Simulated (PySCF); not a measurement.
C2H5S, charge -1, singlet, geometry from GFN2-xTB (in this run its highest filled SCF level lies above zero, so its values depend strongly on the basis, on diffuse functions most of all). Base run: SVWN5/6-31G (PySCF).

Geometry (Å):
```xyz
8

C      1.5243     0.5609     0.3149
C      0.0445     0.8768     0.1002
S     -0.8554    -0.6717    -0.2365
H     -1.4428    -0.7854     0.9750
H     -0.0424     1.4220    -0.8709
H      2.0535     1.5010     0.5244
H      1.6460    -0.0891     1.1894
H      2.0584     0.0733    -0.5243
```
Charge -1, spin multiplicity 1.
All else is at PySCF's defaults.

The base run was repeated with changes; each row names its change, and settings that it needs were set with it.

```csv
change,E (Eh),HOMO (eV),HOMO-LUMO gap (eV)
base,-475.12623,3.47,2.65
functional = bp86,-477.30645,3.37,2.81
functional = mn15,-477.01011,1.59,6.26
functional = pbe0,-477.02083,2.24,4.95
functional = tpssh,-477.28903,2.84,3.97
functional = o3lyp,-477.22727,2.98,3.87
functional = camb3lyp,-477.21409,0.98,7.35
functional = pbe0; dispersion = d3zero,-477.02251,2.24,4.95
functional = pbe0; dispersion = d4,-477.02563,2.24,4.95
functional = bhandhlyp,-477.19426,1.07,7.10
functional = mn12l,-477.09764,2.80,3.74
functional = tpss,-477.30305,3.33,3.14
functional = lc_wpbe,-477.09201,-0.42,9.95
```

Totals shift with the method and basis; they matter in differences.
